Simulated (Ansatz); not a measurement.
The same ligand exchange along the group B, Al, In.

Isolated molecules relaxed with PBE0-D4/def2-TZVP in Ansatz; ΔE leaves out vibrations. CCSD(T)/CBS adds triple-zeta CCSD(T) − MP2 to the extrapolated MP2 energy (def2 sets, frozen cores). This one scheme is used for every species. def2 core potentials past Kr. For In, Se outer-core shells are correlated without core-valence functions, which leaves a few kJ/mol of doubt a bond. Scalar relativity is left out up to krypton. Each species was taken in one conformer, which may not be the lowest.

Task: Order these by ΔE at CCSD(T)/CBS, lowest first. (An estimate is asked.)
A. `[F][Al]([Cl])[SeH]` + HCl → `[Cl][Al]([Cl])[SeH]` + H–F
B. `[F][In]([Cl])[SeH]` + HCl → `[Cl][In]([Cl])[SeH]` + H–F
C. `FB(Cl)[SeH]` + HCl → `ClB(Cl)[SeH]` + H–F

Result: B (-61.1 kJ/mol), A (+18.0 kJ/mol), C (+46.0 kJ/mol).

Largest T1 diagnostic: 0.013, for `[F][In]([Cl])[SeH]`.
